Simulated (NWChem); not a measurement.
System: SiNH₅Te; SMILES N[Te][SiH3]

```xyz
8

Te    -0.3476     0.4867     0.0000
N      1.6037     1.1658     0.0000
H      2.0883     0.8107    -0.8237
H      2.0881     0.8114     0.8240
Si     0.1412    -1.9758     0.0000
H      0.9276    -2.3642     1.2111
H      0.9320    -2.3624    -1.2087
H     -1.1651    -2.7023    -0.0028
```
Atoms are numbered in this order, from 1.

Coordinates come from a PBE0/def2-SVP optimisation. No frequency run checked for a minimum. def2 effective core potentials on Te; no spin-orbit coupling.

Q: List the 4 lowest vertical singlet excitations from B3LYP/def2-SVPD with def2 effective core potentials on Te, TDA (NWChem).

A: 
```json
[
 {"state": "S1", "energy (eV)": "3.48", "oscillator strength": "0.002", "leading excitation (squared amplitude)": "HOMO → LUMO (0.99)"},
 {"state": "S2", "energy (eV)": "4.52", "oscillator strength": "0.008", "leading excitation (squared amplitude)": "HOMO−1 → LUMO (0.98)"},
 {"state": "S3", "energy (eV)": "4.60", "oscillator strength": "0.012", "leading excitation (squared amplitude)": "HOMO → LUMO+1 (0.98)"},
 {"state": "S4", "energy (eV)": "5.23", "oscillator strength": "0.031", "leading excitation (squared amplitude)": "HOMO → LUMO+2 (0.98)"}
]
```
